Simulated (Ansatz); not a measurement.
Geometry optimisation, RKS B3LYP-D4/def2-SVP (Ansatz).

input.yaml

```yaml
crystal:
  periodic: [false, false, false]
  atoms:
    - { symbol: "N", position_ang: [-1.8063, -0.8118, 0.7323] }
    - { symbol: Si, position_ang: [-0.1057, -0.498, 0.487] }
    - { symbol: O, position_ang: [0.7078, -1.9723, 0.6953] }
    - { symbol: Si, position_ang: [0.3419, 0.2857, -1.58] }
    - { symbol: As, position_ang: [0.6499, 1.0574, 2.0162] }
    - { symbol: H, position_ang: [-2.3287, 0.1614, 0.5349] }
    - { symbol: H, position_ang: [-2.1345, -1.4213, -0.0277] }
    - { symbol: H, position_ang: [0.41769, -2.29458, 1.66513] }
    - { symbol: H, position_ang: [1.7135, 0.515, -1.7176] }
    - { symbol: H, position_ang: [-0.2083, -0.7088, -2.5338] }
    - { symbol: H, position_ang: [-0.464, 1.5436, -1.7352] }
    - { symbol: H, position_ang: [-0.0272, 2.2454, 1.284] }
    - { symbol: H, position_ang: [1.9465, 1.2853, 1.249] }
basis:
  gaussian: { orbitals: def2-SVP }
hamiltonian:
  xc: b3lyp
  dispersion: d4
relax:
  f_tol: 0.015
  max_steps: 40
```

Command:

```bash
$ ansatz run input.yaml --threads 2 --pin off --max-ram 3072MiB --backend cpu --events-out ev --progress --plain --runs-dir out
```

Problem. Where does it end, and by what steps?

Solution. The run converged. After 18 steps the energy has fallen by 0.808 eV; H6 moved furthest, 1.14 Å.

```json
{"step": "0", "energy less start (eV)": "0.0000", "largest force component (eV/Å)": "3.280", "accepted": "yes"}
{"step": "1", "energy less start (eV)": "-0.5938", "largest force component (eV/Å)": "1.206", "accepted": "yes"}
{"step": "2", "energy less start (eV)": "-0.6802", "largest force component (eV/Å)": "0.798", "accepted": "yes"}
{"step": "3", "energy less start (eV)": "-0.7011", "largest force component (eV/Å)": "0.821", "accepted": "yes"}
{"step": "4", "energy less start (eV)": "-0.7289", "largest force component (eV/Å)": "0.841", "accepted": "yes"}
{"step": "5", "energy less start (eV)": "-0.7582", "largest force component (eV/Å)": "0.373", "accepted": "yes"}
{"step": "6", "energy less start (eV)": "-0.7758", "largest force component (eV/Å)": "0.321", "accepted": "yes"}
{"step": "7", "energy less start (eV)": "-0.7847", "largest force component (eV/Å)": "0.073", "accepted": "yes"}
{"step": "8", "energy less start (eV)": "-0.7881", "largest force component (eV/Å)": "0.045", "accepted": "yes"}
{"step": "9", "energy less start (eV)": "-0.7186", "largest force component (eV/Å)": "1.958", "accepted": "no"}
{"step": "10", "energy less start (eV)": "-0.7905", "largest force component (eV/Å)": "0.140", "accepted": "yes"}
{"step": "11", "energy less start (eV)": "-0.7928", "largest force component (eV/Å)": "0.079", "accepted": "yes"}
{"step": "12", "energy less start (eV)": "-0.7972", "largest force component (eV/Å)": "0.248", "accepted": "yes"}
{"step": "13", "energy less start (eV)": "-0.7804", "largest force component (eV/Å)": "1.061", "accepted": "no"}
{"step": "14", "energy less start (eV)": "-0.8023", "largest force component (eV/Å)": "0.208", "accepted": "yes"}
{"step": "15", "energy less start (eV)": "-0.8067", "largest force component (eV/Å)": "0.024", "accepted": "yes"}
{"step": "16", "energy less start (eV)": "-0.8074", "largest force component (eV/Å)": "0.047", "accepted": "yes"}
{"step": "17", "energy less start (eV)": "-0.8074", "largest force component (eV/Å)": "0.042", "accepted": "no"}
{"step": "18", "energy less start (eV)": "-0.8077", "largest force component (eV/Å)": "0.009", "accepted": "yes"}
```

```xyz
13
Properties=species:S:1:pos:R:3
N -1.869 -0.570 0.572
Si -0.152 -0.422 0.429
O 0.737 -1.826 0.686
Si 0.386 0.200 -1.763
As 0.422 1.175 2.117
H -2.349 -0.500 1.464
H -2.419 -1.088 -0.107
H 0.627 -2.269 1.537
H 1.865 0.258 -1.953
H -0.186 -0.764 -2.756
H -0.184 1.552 -2.046
H -0.041 2.358 1.267
H 1.864 1.282 1.624
```

Whether the end is a true minimum wasn't checked by a vibrational analysis.

Run time: 73 s on 2 threads of Intel(R) Xeon(R) Platinum 8488C (Sapphire Rapids) (shared host), peak memory 0.39 GiB.
